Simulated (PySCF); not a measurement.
## V²⁺: ionisation energy

V²⁺ [Ar] 3d3 (4F) → V³⁺ [Ar] 3d2 (3F), as a difference of total energies. All numbers are calculated (PySCF 2.14, the non-relativistic Hamiltonian (point nucleus), in cc-pVTZ). Correlated levels: valence: [Ar] frozen. The calculations carry no spin-orbit coupling.

```
           method  ionisation energy (eV)
              UHF                  28.350
             BP86                  29.977
              LDA                  30.215
    MP2 (valence)                  28.721
SCS-MP2 (valence)                  28.474
```

Q: How much does correlation contribute at MP2 (valence)?

A: 28.721 − (28.350) = 0.371 eV, measured against UHF.

These non-relativistic numbers lack the scalar-relativistic shift.

The reference lies between the lowest fine-structure levels, while these numbers refer to the centres of the terms.

Errors of the correlated levels include the incompleteness of this basis and the frozen core.

For comparison: 29.311 eV (measured; NIST Atomic Spectra Database, ionization energies).
